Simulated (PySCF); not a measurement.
SMILES [F][Ga]([F])[SiH3] (H3F2GaSi) (B3LYP/def2-SVP optimised geometry):

```
7

Ga     0.509     0.631     0.000
F      2.267     0.631     0.000
F     -0.094     2.282     0.000
Si    -0.857    -1.343     0.007
H     -2.267    -0.968    -0.282
H     -0.759    -1.973     1.354
H     -0.345    -2.282    -1.029
```

Computed with PySCF with B3LYP/def2-TZVP.

Problem. What are the frontier orbital energies and the dipole moment?

Solution. HOMO-2 -10.49 eV, HOMO-1 -10.31 eV, HOMO -8.89 eV, LUMO -2.03 eV, LUMO+1 -1.38 eV; dipole moment 3.71 D.

On the same geometry PBE/def2-TZVP in PySCF 2.14.0 gives HOMO-2 -8.84 eV, HOMO-1 -8.63 eV, HOMO -7.80 eV, LUMO -2.53 eV, LUMO+1 -1.97 eV; dipole moment 3.49 D.

Meta-Löwdin charges at B3LYP/def2-TZVP: Ga1 0.94, F2 -0.50, F3 -0.50, Si4 0.24, H5 -0.06, H6 -0.06, H7 -0.06.
